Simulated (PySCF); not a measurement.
`CC#C[Si@@]1(C)C[C@@H]1C(=O)O`: 4 charge schemes on one density

C₇H₁₀O₂Si.
Geometry (GFN2-xTB, Å), atoms numbered from 1 in this order:
```
atom  x, y, z in Å
C1    -3.9940   -1.2686   -0.3048
C2    -2.6967   -0.6469   -0.1955
C3    -1.6068   -0.1401   -0.0944
Si4    0.0429    0.6507    0.0488
C5     0.4403    2.1361   -1.0445
C6     1.0407    0.2678    1.5856
C7     1.4352   -0.6486    0.4137
C8     2.6963   -0.3877   -0.2385
O9     3.3047    0.6640   -0.2270
O10    3.1496   -1.4471   -0.9574
H11   -3.8939   -2.3495   -0.2112
H12   -4.4393   -1.0356   -1.2714
H13   -4.6498   -0.9035    0.4851
H14    0.1310    1.9627   -2.0716
H15   -0.0613    3.0324   -0.6922
H16    1.5120    2.3156   -1.0335
H17    0.6016   -0.2453    2.4292
H18    1.8280    0.9481    1.8821
H19    1.1792   -1.6956    0.4831
H20    3.9755   -1.1980   -1.3982
```

Density: PBE0/pcSseg-1 (PySCF); schemes: Mulliken, IAO, Hirshfeld and ESP-fitted. Isolated species at its GFN2-xTB geometry (one conformer only). GFN2-xTB frequencies show an imaginary mode (26i cm⁻¹), so this geometry is no minimum at that level.

**Question.** Give the atomic charges in each scheme.

**Answer.** In e:

| atom | environment | Mulliken | IAO | Hirshfeld | ESP-fitted |
| --- | --- | --- | --- | --- | --- |
| C1 | propargylic carbon | -0.157 | -0.441 | -0.091 | -0.574 |
| C2 | alkyne carbon | -0.114 | +0.018 | -0.016 | +0.330 |
| C3 | alkyne carbon | -0.411 | -0.378 | -0.185 | -0.568 |
| Si4 | four-coordinate silicon | +0.857 | +1.001 | +0.400 | +0.615 |
| C5 | Si-methyl carbon | -0.620 | -0.707 | -0.197 | -0.563 |
| C6 | sp3 carbon bound to silicon | -0.386 | -0.524 | -0.164 | -0.539 |
| C7 | sp3 carbon bound to silicon | -0.511 | -0.412 | -0.128 | -0.273 |
| C8 | carboxylic acid carbon | +0.526 | +0.522 | +0.194 | +0.733 |
| O9 | acid carbonyl oxygen | -0.457 | -0.518 | -0.287 | -0.573 |
| O10 | acid hydroxyl oxygen | -0.382 | -0.495 | -0.190 | -0.664 |
| H11 | methyl hydrogen | +0.157 | +0.179 | +0.066 | +0.190 |
| H12 | methyl hydrogen | +0.156 | +0.178 | +0.066 | +0.193 |
| H13 | methyl hydrogen | +0.156 | +0.177 | +0.065 | +0.194 |
| H14 | methyl hydrogen | +0.151 | +0.166 | +0.050 | +0.166 |
| H15 | methyl hydrogen | +0.152 | +0.167 | +0.051 | +0.177 |
| H16 | methyl hydrogen | +0.180 | +0.188 | +0.048 | +0.164 |
| H17 | methylene hydrogen | +0.155 | +0.166 | +0.049 | +0.198 |
| H18 | methylene hydrogen | +0.161 | +0.173 | +0.044 | +0.188 |
| H19 | methine hydrogen | +0.149 | +0.174 | +0.045 | +0.164 |
| H20 | acid proton | +0.236 | +0.367 | +0.178 | +0.444 |

Mean size of the charges over all atoms: ESP-fitted 0.376 e, IAO 0.348 e, Mulliken 0.304 e, Hirshfeld 0.126 e. Each set sums to the total charge, 0, to within 0.001 e. The Mulliken scheme gives each basis function's population to the atom it is centred on and halves the overlap population of two atoms between them. The Hirshfeld scheme divides the density at each point in proportion to the densities of the neutral, spherically averaged free atoms.

Lowest charge. The schemes don't all agree: Mulliken C5 (-0.620); IAO C5 (-0.707); Hirshfeld O9 (-0.287); ESP-fitted O10 (-0.664).

Highest charge. The schemes don't all agree: Mulliken Si4 (+0.857); IAO Si4 (+1.001); Hirshfeld Si4 (+0.400); ESP-fitted C8 (+0.733).

**Question.** Sum the charges by element, for elements with more than one atom.

**Answer.** 
| element | atoms | Mulliken | IAO | Hirshfeld | ESP-fitted |
| --- | --- | --- | --- | --- | --- |
| C | 7 | -1.672 | -1.922 | -0.588 | -1.455 |
| O | 2 | -0.838 | -1.013 | -0.476 | -1.237 |
| H | 10 | +1.653 | +1.934 | +0.664 | +2.078 |

**Question.** How closely do the schemes follow one another over all atoms?

**Answer.** Correlation coefficient and root-mean-square difference: Mulliken with IAO 0.98, 0.098 e; IAO with Hirshfeld 0.97, 0.266 e; Mulliken with Hirshfeld 0.97, 0.215 e; IAO with ESP-fitted 0.94, 0.146 e; Hirshfeld with ESP-fitted 0.92, 0.288 e; Mulliken with ESP-fitted 0.90, 0.190 e.
